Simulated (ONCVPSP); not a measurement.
## Scattering properties, ONCV potential for lanthanum (La)

La (Z = 57), optimised norm-conserving Vanderbilt (ONCV), made with ONCVPSP 4.0.1 (PBE, scalar-relativistic). Core [Kr] 4d10, reference 5s2 5p6 5d1 6s0.5 (charge +1.5). Waves: 5s+6s: rc 2.85 bohr, ncon 4, nbas 7, qcut 3.7 1/bohr, 2 projectors; 5p: rc 3.05 bohr, ncon 4, nbas 8, qcut 4 1/bohr, 2 projectors, debl 1.6 Ha; 5d: rc 3.15 bohr, ncon 4, nbas 9, qcut 5.8 1/bohr, 2 projectors, debl 1.6 Ha; f scattering state at 0.15 Ha: rc 2.50 bohr, ncon 4, nbas 8, qcut 4.7 1/bohr, 3 projectors, debl 1.7 Ha. Local part: polynomial inside 2.35 bohr (lpopt 5, dvloc0 0 Ha). Core correction: Teter function, fcfact 1.75, rcfact 1.45.

In the p channel the program set the typed energies aside and used -1.156, 0.050 Ha. In the f channel the program set the typed energies aside and used -0.494, 1.206, 2.906 Ha.

The phase is arctan(r·R′/R) of the radial function R(r), unwrapped; energies in Ha, scanned from -3 to 5 Ha. A pole is an energy at which the radial function vanishes at the test radius. The pseudo phase is shifted by a multiple of π to meet the all-electron one at the reference energy, and phase errors are pseudo minus all-electron; the curves can meet again beyond the range given. Levels narrower than the energy grid can be missing from the lists of poles.

```tsv
channel	radius (bohr)	reference energy (Ha)	poles, all-electron	poles, pseudo	unbroken range about the reference energy with phases within 0.05 rad	phase error 1 Ha above the reference energy (rad)
s	2.89	-0.40	-1.70, 1.38	-1.70, 1.29, 2.92	below 1.8	-0.003
p	3.09	-1.16	-1.06, 1.54	-1.06, 1.51, 4.15	below 2.3	-0.000
d	3.20	-0.42	-0.12, 2.29	-0.12, 2.28	below 3.4	-0.001
f	2.54	-0.49	-0.42, 2.04	-0.42, 2.04	below 3.6	-0.008
```

Phases in the p channel:

| E (Ha) | all-electron | pseudo |
| --- | --- | --- |
| -2.98 | 1.390 | 1.390 |
| -2.54 | 1.363 | 1.363 |
| -2.10 | 1.318 | 1.318 |
| -1.66 | 1.206 | 1.206 |
| -1.22 | -0.949 | -0.949 |
| -0.78 | -1.794 | -1.795 |
| -0.34 | -2.133 | -2.133 |
| 0.10 | -3.609 | -3.609 |
| 0.54 | -4.425 | -4.426 |
| 0.98 | -4.606 | -4.608 |
| 1.42 | -4.693 | -4.697 |
| 1.86 | -4.760 | -4.770 |
| 2.30 | -4.838 | -4.880 |
| 2.74 | -5.005 | -5.457 |
| 3.18 | -6.162 | -7.575 |
| 3.62 | -7.533 | -7.768 |
| 4.06 | -7.710 | -7.842 |
| 4.50 | -7.777 | -7.903 |
| 4.94 | -7.817 | -7.997 |
